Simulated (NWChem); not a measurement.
Molecule: C2H3F3Si; SMILES C=C[Si](F)(F)F

```xyz
9

C     -0.0932     2.4289     0.0003
C      0.7185     1.3631    -0.0046
Si     0.0395    -0.3421    -0.0005
F      0.4680    -1.1728    -1.2954
F      0.5275    -1.1880     1.2629
F     -1.5564    -0.2903     0.0356
H     -1.1758     2.3254     0.0081
H      0.2888     3.4480    -0.0026
H      1.7975     1.5160    -0.0115
```
Atoms are numbered in this order, from 1.

Program: NWChem. Pople sets run with spherical d functions. All runs use the structure optimised with B3LYP/6-31G* (spherical d). Level: B3LYP/6-31G* with SMD (1 M gas to 1 M solution), gas-phase geometry. Reactions with the solvent are ignored.

Estimate the computed values for solvent toluene. Quantities: solvation free energy (kcal/mol); cavity-dispersion-structure term (kcal/mol); dipole in solution (D).

solvation free energy (kcal/mol): -1.7
cavity-dispersion-structure term (kcal/mol): 0.4
dipole in solution (D): 2.91
